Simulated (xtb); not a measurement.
Si(H)2(OMe)(NH2) (CH₇NOSi), SMILES N[SiH2]OC. All values are semi-empirical tight-binding results from xtb (GFN2-xTB unless named), good for trends rather than for accurate numbers. Geometry optimised at GFN2-xTB. One conformer was computed; it need not be the lowest.

Computed properties:
point group as xtb finds it: Cs
orbital gap: 6.18 eV
dipole moment: 1.23 D
zero-point energy: 51.8 kcal/mol
G − E(el) at 298.15 K (modified RRHO): 32.8 kcal/mol
static polarisability (D4 model): 58.6 bohr³
solvation energy, GFN2-xTB/ALPB(water): -2.4 kcal/mol
solvation energy, GFN2-xTB/ALPB(octanol): -4.1 kcal/mol
